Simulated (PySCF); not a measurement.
Delta-SCF ions had no search for a lower state. Excitations are Tamm–Dancoff values on a coarser integration grid. The basis has no diffuse functions, so Rydberg states are missing or too high.

Z-matrix (Å, degrees):
```
B
H 1 1.2035
Si 1 2.0027 2 119.07
H 3 1.4974 1 114.04 2 156.94
H 3 1.4976 4 108.97 1 130.81
H 3 1.5076 4 107.13 5 116.11
Si 1 2.0031 2 119.12 3 179.99
H 7 1.4973 1 115.52 2 29.47
H 7 1.4974 8 108.98 1 -129.79
H 7 1.5071 8 107.61 9 -115.88
```
Charge 0, spin multiplicity 1.

### Question
What dipole moment, vertical ionisation energy (Delta-SCF), S1 excitation (TDA), HOMO, LUMO, S1–T1 gap (TDA), HOMO–LUMO gap and T1 excitation (TDA) does PBE-D3(BJ)/def2-TZVP (PySCF 2.14.0) give?

### Answer

The dipole moment is 0.32 D, the vertical ionisation energy (Delta-SCF) is 9.72 eV and the S1 excitation (TDA) comes out as 3.37 eV. The HOMO is -6.86 eV and the LUMO is -3.79 eV. The S1–T1 gap (TDA) comes out as 0.81 eV and the HOMO–LUMO gap is 3.07 eV. The T1 excitation (TDA) is 2.56 eV.
